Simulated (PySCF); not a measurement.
CH₃ClFNSi₂, SMILES F[Si@]1(Cl)N=C[SiH2]1.

Geometry optimised at B3LYP-D3(BJ)/def2-SVP. The structure was generated by enumeration; whether it is a known compound was not checked.

All values below come from SMD-B3LYP/def2-SVP (PySCF).

Solvation free energies are E(SMD) − E(gas) at the gas-phase geometry, for 1 M in both phases. In vacuum the dipole moment is 3.00 D.

```csv
solvent,ΔG(solv) (kcal/mol),its non-electrostatic (CDS) part,dipole (D)
water,-1.0,3.7,4.14
"N,N-dimethylformamide",?,?,?
methanol,-4.0,0.6,4.11
```

Task: What belongs in the gaps? (The exact figures need the calculation; the answer reports its results.)

Result: 
- N,N-dimethylformamide, ΔG(solv) (kcal/mol): -3.5
- N,N-dimethylformamide, its non-electrostatic (CDS) part: 1.0
- N,N-dimethylformamide, dipole (D): 4.11
